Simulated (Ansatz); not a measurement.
One change: `F[SiH]([SiH3])Cl` becomes `CS[SiH](F)[SiH3]`.

Ansatz, PBE0-D4/def2-TZVP geometries, multiplicity 1. Each molecule was computed in one conformer, which needn't be the lowest.

| property | `F[SiH]([SiH3])Cl` |
| --- | --- |
| size of the dipole moment (ωB97M-V/def2-TZVPP) / D | 1.58 |
| HOMO–LUMO gap (ωB97M-V/def2-TZVPP) / eV | 11.68 |
| LUMO energy (B3LYP/def2-TZVPP) / eV | -0.76 |
| HOMO energy (PBE/def2-TZVPP) / eV | -7.17 |
| HOMO–LUMO gap (PBE/def2-TZVPP) / eV | 5.72 |
| size of the dipole moment (B3LYP/def2-TZVPP) / D | 1.59 |

Task: Give the same properties after the change, and the shifts. (Best estimate.)

Result: The calculation gave: 
```json
{"property": "size of the dipole moment (ωB97M-V/def2-TZVPP) / D", "`CS[SiH](F)[SiH3]`": "1.47", "shift": "-0.11"}
{"property": "HOMO–LUMO gap (ωB97M-V/def2-TZVPP) / eV", "`CS[SiH](F)[SiH3]`": "10.96", "shift": "-0.72"}
{"property": "LUMO energy (B3LYP/def2-TZVPP) / eV", "`CS[SiH](F)[SiH3]`": "-0.55", "shift": "0.21"}
{"property": "HOMO energy (PBE/def2-TZVPP) / eV", "`CS[SiH](F)[SiH3]`": "-6.14", "shift": "1.03"}
{"property": "HOMO–LUMO gap (PBE/def2-TZVPP) / eV", "`CS[SiH](F)[SiH3]`": "4.89", "shift": "-0.83"}
{"property": "size of the dipole moment (B3LYP/def2-TZVPP) / D", "`CS[SiH](F)[SiH3]`": "1.50", "shift": "-0.09"}
```

With PBE0 the HOMO rises by 1.05 eV and the LUMO rises by 0.20 eV, so the gap narrows by about 0.85 eV. PBE moves the HOMO by 1.03 eV and ωB97M-V by 0.90 eV. Dipoles are sizes alone; their direction can turn.

B3LYP here is the variant with VWN-RPA as its local correlation; programs differ in this.
